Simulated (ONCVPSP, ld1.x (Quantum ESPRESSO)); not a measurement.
## Hardness and transferability of assorted potentials

Generated with ld1.x 7.5 (TM, RRKJ, ultrasoft, PAW), atompaw 4.2 or ONCVPSP 4.0.1. The cutoff is in Ry: for ld1.x and atompaw files where the sum of valence levels is converged to 10 mRy in a Bessel basis, for ONCV files where the hardest occupied wave has 1 mHa per electron of residual kinetic energy. The error is the largest all-electron minus pseudo excitation energy over each file’s own four to seven test configurations (ionisations up to +4, promotions, holes and added fractions of an electron), all of which were solved. The labels leave out finer settings (local radius, basis sizes, second energies), which also bear on the numbers. Spin-polarised tests are not counted. The rows are a selection from randomly drawn settings: files with unsolved tests, undetermined cutoffs or missed reference levels are left out.

A true bound ghost makes a file unfit for plane-wave use even where its test errors are small: the radial tests pick states by their node count and pass the ghost by.

| element | potential | cutoff (Ry) | largest error (meV) | bound ghosts |
| --- | --- | --- | --- | --- |
| C | TM semilocal, revPBE, non-relativistic, rc 1.10/2.08 (sp), local s, core correction no, reference 2s2 2p2 | 35 | +621 | none |
| F | ONCV, LDA (Perdew-Zunger), scalar-relativistic, rc 0.55/1.15/1.25 (spd), local smoothed, core correction yes, reference 2s2 2p5, qcut 9.6/9.9/7.4, projectors 1/3/2 | 119 | +1382 | p |
| Ne | ONCV, PBE, scalar-relativistic, rc 0.50/1.05/1.15 (spd), local smoothed, core correction yes, reference 2s2 2p6, qcut 15/15.3/9.2, projectors 2/3/2 | 410 | +242 | s |
| V | TM semilocal, LDA (PZ), scalar-relativistic, rc 2.75/2.85/2.35 (spd), local d, core correction no, reference 3d3 4s2 4p0 | 45 | +183 | none |
| Au | ONCV, PBE, scalar-relativistic, rc 1.70/1.15/1.40 (spd), local smoothed, core correction yes, reference 5s2 5p6 5d9 6s2, qcut 7.5/7.3/7.7, projectors 3/2/2 | 252 | -21 | s |

Question: Fill in the row for I: ONCV, PBE, scalar-relativistic, rc 1.20/1.00/0.95 (spd), local d, core correction yes, reference 4s2 4p6 4d10 5s2 5p4.5, qcut 8.7/12.1/11.4, projectors 2/2/0.

Answer: cutoff 121 Ry, largest error -487 meV, bound ghosts: none.

Question: Fill in the row for C: RRKJ, Wu–Cohen, scalar-relativistic, rc 1.30/1.65/1.50 (spd), local smoothed, core correction yes, reference 2s2 2p2.

Answer: cutoff 45 Ry, largest error +335 meV, bound ghosts: none.
